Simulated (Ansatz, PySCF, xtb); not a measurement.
Energy difference R1 → 2 P1, each structure at its B3LYP-D3(BJ)/def2-SVP stationary point, reached from a drawn start (curvature not checked).
R1, C4F8 (SMILES FC1(F)C(F)(F)C(F)(F)C1(F)F) (charge 0, multiplicity 1, Z-matrix in Å and degrees):
```
C
F 1 1.3349
F 1 1.3349 2 110.60
C 1 1.5699 2 113.74 3 129.43
F 4 1.3349 1 113.74 2 -127.83
F 4 1.3349 5 110.60 1 -129.43
C 4 1.5699 5 113.74 6 -129.43
F 7 1.3349 4 113.74 5 127.83
F 7 1.3349 8 110.60 4 129.43
C 1 1.5699 2 113.74 3 -129.43
F 10 1.3349 1 113.74 2 127.83
F 10 1.3349 11 110.60 1 129.43
```
P1: C2F4 (SMILES FC(F)=C(F)F), charge 0, multiplicity 1.

P less R. No zero-point or thermal terms.

Programs: Ansatz (a program for electronic structure) with Gaussian orbitals; PySCF for the D3/D4 terms; xtb for the GFN methods. No computed number here is a measurement.

Q: One of these levels gives 30.49 kcal/mol for the reaction energy. Which?
A. HF/cc-pVDZ
B. PBE-D4/def2-TZVPP
C. GFN2-xTB

A: C, GFN2-xTB. The others give 50.97 (HF/cc-pVDZ), 45.78 (PBE-D4/def2-TZVPP)
